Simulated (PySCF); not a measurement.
AlB2H2O, AlBH2NO (calculated)

All values are calculated (PySCF 2.14.0). Calculation on a computer-drawn molecule: the log of a Hartree-Fock and frozen-core CCSD(T) single point meant for a local Hartree-Fock minimum, with one planted fault or none, to be diagnosed. Offsets are logged minus clean, where the clean run is the same molecule without the fault. The reference is restricted for singlets and unrestricted otherwise, and also for a bond in bohr or an excited solution. Adding or removing an electron swaps singlet and doublet. The excited solution moves the top pair (singlet) or top alpha electron (doublet) to the lowest empty orbital. Highest occupied and lowest empty are orbital energies over both spins, largest force is the largest gradient component, triples share is (T) over the correlation energy, the T1 limit is 0.02 restricted and 0.045 unrestricted, electrons count all cores, a negative frequency is imaginary (commonest isotopes), and the dipole is about the centre of nuclear charge.

Common to all runs: meant basis cc-pV(D+d)Z; logged basis functions 75; logged SCF converged yes; logged CC converged yes; logged SCF stable within its kind yes; possible faults no fault, one electron removed, one electron added, multiplicity raised by two, geometry at a saddle point, SCF held on an excited solution, minimal basis STO-3G, one bond length entered in bohr, all coordinates scaled.

```json
{"entry": 1, "formula": "AlB2H2O", "logged_structure": {"atoms_angstrom": [["O", -0.8186, -0.9631, -1.9855], ["B", -0.8175, -1.2285, -0.826], ["B", -0.8165, -1.6007, 0.7991], ["Al", -0.8193, -2.0713, 2.8261], ["H", 0.2747, -3.0684, 3.3692], ["H", -1.9148, -1.4148, 3.7507]]}, "given": {"meant_charge": 0, "meant_multiplicity": 2, "logged_electrons": 33, "logged_spin_squared": 3.7658, "logged_highest_occupied [eV]": -9.5959, "logged_lowest_empty [eV]": -1.9063, "logged_largest_force [hartree/bohr]": 0.028648, "logged_T1_diagnostic": 0.031174, "logged_D1_diagnostic": 0.13372, "logged_triples_share": 0.033851, "logged_dipole_magnitude [debye]": 6.004, "logged_energy_HF [hartree]": -367.21077, "logged_energy_CCSD(T) [hartree]": -367.61703, "drawn_bonds_atom": [1, 2, 3, 4, 4], "drawn_bonds_other_atom": [2, 3, 4, 5, 6], "drawn_bonds_order": [2, 1, 1, 1, 1]}, "results": {"planted_fault": "multiplicity raised by two", "HF_energy_offset_from_clean_run [kcal/mol]": 51.66, "CCSD(T)_energy_offset_from_clean_run [kcal/mol]": 61.13}}
{"entry": 2, "formula": "AlBH2NO", "logged_structure": {"atoms_angstrom": [["O", -1.6282, -1.3166, -2.3304], ["B", -1.6721, -0.8844, -1.2299], ["N", -1.6189, -0.3032, 0.0624], ["Al", -0.4104, 0.7935, 0.6488], ["H", -2.3867, -0.5935, 0.6554], ["H", 1.5948, 2.6305, 1.6658]]}, "given": {"meant_charge": 1, "meant_multiplicity": 1, "logged_electrons": 34, "logged_spin_squared": 0.8926, "logged_highest_occupied [eV]": -17.012, "logged_lowest_empty [eV]": -7.1415, "logged_largest_force [hartree/bohr]": 0.0093858, "logged_T1_diagnostic": 0.048193, "logged_D1_diagnostic": 0.19791, "logged_triples_share": 0.036752, "logged_dipole_magnitude [debye]": 10.659, "logged_energy_HF [hartree]": -396.81938, "logged_energy_CCSD(T) [hartree]": -397.29987, "drawn_bonds_atom": [1, 2, 3, 3, 4], "drawn_bonds_other_atom": [2, 3, 4, 5, 6], "drawn_bonds_order": [2, 1, 1, 1, 1]}, "results": {"planted_fault": "one bond length entered in bohr, row 5 of the drawn bonds", "HF_energy_offset_from_clean_run [kcal/mol]": 55.98, "CCSD(T)_energy_offset_from_clean_run [kcal/mol]": 67.24}, "notes": ["T1 above single-reference limit"]}
```
